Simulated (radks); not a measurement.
Q: These are the eigenvalues of the occupied orbitals of an atom or ion with whole-number occupations (eV). All-electron calculation, non-relativistic Kohn-Sham, TPSS, spin-polarised, spherical densities, point nucleus; meta-GGA in the generalised Kohn-Sham scheme. Program: a radial shooting solver on a logarithmic mesh with Libxc functionals.

orbital  eigenvalue
1s        -42918.16
2s        -7017.089
2p        -6670.079
3s        -1774.084
3p        -1622.039
3d        -1339.899
4s        -583.6466
4p        -524.1467
4d        -418.5975

Which element is it, and in what charge state? The configuration may be excited. Open shells, if any, are filled with parallel spins first.

A: Z = 61, promethium, charge +15: Pm15+ in [Kr] 4d10. The list shows which subshells hold electrons but not how many an open one holds; the 1s level, -1577.2 hartree, gives Z - s = 56.2 by -(Z - s)^2/2, which with screening narrows Z to a few neighbours, and the depths of the outer levels then fix element, charge and occupations together.
